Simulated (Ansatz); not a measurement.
C$_{2}$H$_{9}$BOS. The species carries charge 0 and has multiplicity 1. The bonds changed during the relaxation, so this is another structure than the one it started from.

Z-matrix (Å, degrees):
```
C
B 1 1.569
H 1 1.094 2 111.7
H 1 1.097 2 109.1 3 -116.5
H 1 1.092 2 113.3 3 123.8
C 2 1.572 1 122.3 3 43.7
O 2 1.368 1 116.7 3 -135.7
H 6 1.097 2 108.1 1 -77.6
H 6 1.093 2 112.3 1 39.0
H 6 1.094 2 114.5 1 163.1
H 7 0.961 2 112.7 1 -178.1
H 7 2.451 2 92.7 1 70.9
S 12 1.344 7 144.9 2 31.5
H 13 1.341 12 92.2 7 -85.3
```

Question: What are the harmonic wavenumbers in cm⁻¹ at PBE0-D4/def2-TZVP (Ansatz, finite differences of forces, unscaled)? (An estimate is asked.)

Answer: The calculation gave: 17, 59, 81, 84, 97, 127, 135, 240, 302, 385, 405, 616, 720, 772, 807, 910, 954, 995, 1213, 1235, 1306, 1358, 1363, 1446, 1450, 1465, 1477, 2708, 2734, 3031, 3037, 3097, 3100, 3121, 3135, 3866.

Question: Is this a minimum?

Answer: Yes, all 36 modes are real.

Question: Give the ideal-gas thermochemistry at 298.15 K and 1 bar (rigid rotor, harmonic oscillator; point group C1, symmetry number 1).

Answer: Zero-point energy 286.2 kJ/mol; H(298) − E = 315.9 kJ/mol; entropy 430.1 J/(mol·K), of which translation 165.2, rotation 117.1, vibration 147.7; G(298) − E = 187.7 kJ/mol. Modes under 100 cm⁻¹ are hindered rotations or soft bends, so the harmonic entropy is rough.
